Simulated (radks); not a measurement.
The numbers below are computed, except where a source is named.
Species: the rhodium ion Rh8+. Configuration: [Kr] 4d1.

Level of theory: Dirac Kohn-Sham, LB94 model potential, spin-unpolarised, spherical densities, finite nucleus; open shells fill j = l - 1/2 first; Fermi nuclear charge, rms radius 4.4945 fm (a radial shooting solver on a logarithmic mesh with Libxc functionals).

Energy parts (Ry):
part                    energy
kinetic             9976.52438
electron-nucleus  -22743.36920
Hartree             3499.53366
(The LB94 potential has no energy functional, so no total or exchange-correlation energy is given.)

Orbitals (lengths in bohr, moments of r in powers of bohr; <r^-3> diverges for s and p1/2; r(max) is where P^2 peaks):
[
 {"orbital": "1s1/2", "occ.": "2", "eigenvalue (Ry)": "-1712.415", "<r^-3>": "-", "r(max)": "0.02117", "<r^4>": "5.323e-06", "<r^2>": "0.001433"},
 {"orbital": "2s1/2", "occ.": "2", "eigenvalue (Ry)": "-258.6787", "<r^-3>": "-", "r(max)": "0.1198", "<r^4>": "0.0009548", "<r^2>": "0.02354"},
 {"orbital": "2p1/2", "occ.": "2", "eigenvalue (Ry)": "-240.6997", "<r^-3>": "-", "r(max)": "0.09275", "<r^4>": "0.0006248", "<r^2>": "0.01764"},
 {"orbital": "2p3/2", "occ.": "4", "eigenvalue (Ry)": "-229.9393", "<r^-3>": "3050", "r(max)": "0.09687", "<r^4>": "0.0007117", "<r^2>": "0.01897"},
 {"orbital": "3s1/2", "occ.": "2", "eigenvalue (Ry)": "-55.44893", "<r^-3>": "-", "r(max)": "0.3517", "<r^4>": "0.04627", "<r^2>": "0.1738"},
 {"orbital": "3p1/2", "occ.": "2", "eigenvalue (Ry)": "-48.34825", "<r^-3>": "-", "r(max)": "0.3381", "<r^4>": "0.04624", "<r^2>": "0.1695"},
 {"orbital": "3p3/2", "occ.": "4", "eigenvalue (Ry)": "-46.50278", "<r^-3>": "530.8", "r(max)": "0.3479", "<r^4>": "0.05127", "<r^2>": "0.1788"},
 {"orbital": "3d3/2", "occ.": "4", "eigenvalue (Ry)": "-33.90823", "<r^-3>": "81.29", "r(max)": "0.2882", "<r^4>": "0.04757", "<r^2>": "0.1593"},
 {"orbital": "3d5/2", "occ.": "6", "eigenvalue (Ry)": "-33.53809", "<r^-3>": "76.89", "r(max)": "0.2911", "<r^4>": "0.04916", "<r^2>": "0.1622"},
 {"orbital": "4s1/2", "occ.": "2", "eigenvalue (Ry)": "-16.29977", "<r^-3>": "-", "r(max)": "0.8599", "<r^4>": "1.391", "<r^2>": "0.9786"},
 {"orbital": "4p1/2", "occ.": "2", "eigenvalue (Ry)": "-14.01501", "<r^-3>": "-", "r(max)": "0.8954", "<r^4>": "1.765", "<r^2>": "1.091"},
 {"orbital": "4p3/2", "occ.": "4", "eigenvalue (Ry)": "-13.66460", "<r^-3>": "101.1", "r(max)": "0.9179", "<r^4>": "1.929", "<r^2>": "1.142"},
 {"orbital": "4d3/2", "occ.": "1", "eigenvalue (Ry)": "-10.00647", "<r^-3>": "12.26", "r(max)": "1.013", "<r^4>": "3.374", "<r^2>": "1.478"},
 {"orbital": "4d5/2", "occ.": "0", "eigenvalue (Ry)": "-9.95121", "<r^-3>": "11.59", "r(max)": "1.021", "<r^4>": "3.453", "<r^2>": "1.496"}
]

The highest occupied level is 4d3/2 at -136.14 eV. Summed over all electrons, <r^2> = 13.36 bohr^2, which gives a Langevin (diamagnetic) susceptibility term of -10.6 x 10^-6 cm^3/mol. For comparison, the ionisation energy in NIST's Atomic Spectra Database is 135 eV (theoretical). In exact Kohn-Sham theory the highest level is minus the ionisation energy, but local and semilocal functionals leave it too shallow, through self-interaction and a potential that decays too fast; potentials with the right tail come closer. The electron density at the nucleus is 1.21e+05 e/bohr^3. The density falls to 0.001 e/bohr^3 at r = 2.37 bohr.

Beside tabulated values, note that spin-unpolarised runs miss the spin-polarisation part of the exchange energy of open shells.
